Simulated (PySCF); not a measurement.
Cost against size for one kind of job: PySCF 2.14.0, PBE0-D3(BJ)/def2-SVP geometry optimisation, gas phase, def2 core potentials past Kr; work: geometry optimisation from a GFN2-xTB start. Hardware: an Arm Neoverse V2 with one thread (shared host). Other jobs ran on the host; a repeat could differ by tens of per cent or more.

```json
{"species (SMILES)": "[Cl][Au-]([Cl])([Cl])[Cl]", "atoms": "5", "electrons": "148", "basis functions": "104", "SCF cycles": "33", "gradient evaluations": "5", "wall time": "24 s"}
{"species (SMILES)": "[NH2][GeH2][GeH2][SiH3]", "atoms": "13", "electrons": "94", "basis functions": "141", "SCF cycles": "49", "gradient evaluations": "8", "wall time": "?"}
{"species (SMILES)": "[AsH2]BC1CCC1", "atoms": "16", "electrons": "72", "basis functions": "152", "SCF cycles": "36", "gradient evaluations": "6", "wall time": "60 s"}
{"species (SMILES)": "C=C1C=C(C(Cl)Cl)C=C1Cl", "atoms": "15", "electrons": "98", "basis functions": "177", "SCF cycles": "35", "gradient evaluations": "5", "wall time": "83 s"}
{"species (SMILES)": "C#C[SiH2][As]([SiH3])[SiH2]P", "atoms": "17", "electrons": "112", "basis functions": "182", "SCF cycles": "100", "gradient evaluations": "14", "wall time": "5.3 min"}
{"species (SMILES)": "C[C](C)(C)[GeH2][GeH3]", "atoms": "20", "electrons": "102", "basis functions": "190", "SCF cycles": "26", "gradient evaluations": "4", "wall time": "95 s"}
```

Estimate the withheld figures.

`[NH2][GeH2][GeH2][SiH3]`: 79 s.

With all rows, how does the wall time grow with the number of basis functions N?

A straight line through log(time) against log(N) has slope 3.0 between N = 104 and 190, and the rows scatter about it by a factor of about 1.8 (standard error of the fit). This is a fit to these rows, whose iteration counts differ, not the method's formal scaling.

Which species took longest, and how many times the shortest run?

`C#C[SiH2][As]([SiH3])[SiH2]P`, at 5.3 min: about 13 times the shortest (24 s).
